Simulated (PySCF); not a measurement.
**Orbital picture of LiHg⁺**

PBE at R = 2.712 Å; Li cc-pVDZ, Hg cc-pVDZ-PP with ECP60; scalar-relativistic core potentials (PySCF 2.14). State: ¹Σ⁺ (singlet), closed shell. Only the outer orbitals are listed, counted within each symmetry, core potentials removing the inner ones.

| orbital | occ. | ε (eV) | on Li (%) | main shells (%) |
| --- | --- | --- | --- | --- |
| 3σ | 2 | -58.72 | 100 | 100 Li s |
| 4σ | 2 | -15.61 | 2 | 98 Hg d |
| 2π | 2 | -15.47 | 0 | 100 Hg d |
| 2π | 2 | -15.47 | 0 | 100 Hg d |
| 1δ | 2 | -15.30 | 0 | 100 Hg d |
| 1δ | 2 | -15.30 | 0 | 100 Hg d |
| 5σ | 2 | -12.29 | 9 | 90 Hg s |
| 6σ | 0 | -7.15 | 53 | 51 Li s, 40 Hg p |
| 3π | 0 | -6.11 | 36 | 63 Hg p, 33 Li p |
| 3π | 0 | -6.11 | 36 | 63 Hg p, 33 Li p |

**Question.** Which are the highest filled and the lowest empty level, where do they sit, and how wide is the gap?

**Answer.** Highest filled 5σ at -12.29 eV (in %: 90 Hg s); lowest empty 6σ at -7.15 eV (in %: 51 Li s, 40 Hg p); the gap at PBE is 5.14 eV.

- bond order (Mayer): 0.39
- ⟨S²⟩: 0.000
- charge on Li (Mulliken, basis-dependent): 0.77
- charge on Li (Löwdin, basis-dependent): 0.48
- dipole moment (positive dipole points towards Hg; it is taken about the centre of mass and depends on that origin): -9.43 D
- polarisability along the bond: 38.0 bohr³
- polarisability across the bond: 30.6 bohr³

Closed-shell solutions of metal pairs were not tested for spin polarisation, which can lower them a little. Spin–orbit coupling is left out.
